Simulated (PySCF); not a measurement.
**Adding and removing an electron: PbO**

RHF-CCSD(T); Pb cc-pVDZ-PP with ECP60, O cc-pVDZ; scalar-relativistic core potentials (PySCF 2.14). Neutral (RHF): singlet (closed shell), Re = 1.978 Å, ωe = 678 cm⁻¹, De = 4.14 eV.

PbO⁺ (UHF): doublet (π ↑), Re = 2.122 Å, ωe = 569 cm⁻¹. The energies at the minima are -266.96506 hartree for PbO and -266.64482 for PbO⁺.

**Question.** Work out the adiabatic ionisation energy, without and with harmonic zero-point energies (1 hartree = 27.2114 eV, 1 eV = 8065.5 cm⁻¹), and the change of the bond length.

**Answer.** At CCSD(T): 0.32024 hartree = 8.714 eV between the minima; the zero-point term (569.0 − 678.0)/2 cm⁻¹ = -0.007 eV makes it 8.707 eV. Re changes by +14.4 pm against the neutral. The electron leaves a π orbital, and the longer bond of the ion fits a bonding orbital, or a change in how ionic the bond is.

Correlated steps freeze 5 core orbitals. Correlated levels converge slowly with the basis: in double zeta they bind strong bonds too weakly, by up to about 1 eV, and carry superposition errors of some tenths. Spin–orbit coupling is left out, which matters for elements this heavy, above all for dissociation energies. Where the molecule has an RHF reference, its open-shell atoms are computed with UHF. The CCSD T1 diagnostic is raised in PbO, a sign that a single reference may not be enough there. States were picked by a PBE0 search and need not be the measured ground states.

Neutral and ion stand on different kinds of reference determinant, which adds to the error of the difference.
